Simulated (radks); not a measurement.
All-electron atom: the neodymium ion Nd3+ in [Xe] 4f3. All-electron calculation, scalar-relativistic Kohn-Sham, PBEsol, spin-polarised, spherical densities, point nucleus; open shells are filled with parallel spins first (spin-orbit coupling, left out, can overturn this in heavy ions). Program: a radial shooting solver on a logarithmic mesh with Libxc functionals.

Normalised radial functions P(r) = r R(r), r in bohr:

r	4d up	5p up
0.004072	0.0003	0.0090
0.005432	0.0007	0.0147
0.007245	0.0015	0.0237
0.00974	0.0033	0.0381
0.01299	0.0072	0.0592
0.01733	0.0154	0.0892
0.02311	0.0319	0.1281
0.03082	0.0642	0.1723
0.04111	0.1234	0.2096
0.05483	0.2233	0.2173
0.07313	0.3730	0.1643
0.09754	0.5589	0.0301
0.1301	0.7191	-0.1601
0.1735	0.7320	-0.3058
0.2314	0.4603	-0.2630
0.3087	-0.1267	0.0230
0.4117	-0.8305	0.3767
0.5491	-1.2827	0.4572
0.7323	-1.2414	0.0891
0.9846	-0.8187	-0.5135
1.313	-0.3773	-0.8861
1.752	-0.1151	-0.8357
2.336	-0.0211	-0.5087
3.116	-0.0020	-0.1979
4.156	-0.0001	-0.0455
5.543	0.0000	-0.0053
7.393	0.0000	-0.0003

4d up: eigenvalue -148.05 eV, 1 radial node at r = 0.293 bohr, <r> = 0.703 bohr, 90 % of the charge inside 1.06 bohr. 5p up: eigenvalue -48.543 eV, 3 radial nodes at r = 0.102, 0.303, 0.766 bohr, <r> = 1.64 bohr, 90 % of the charge inside 2.37 bohr.
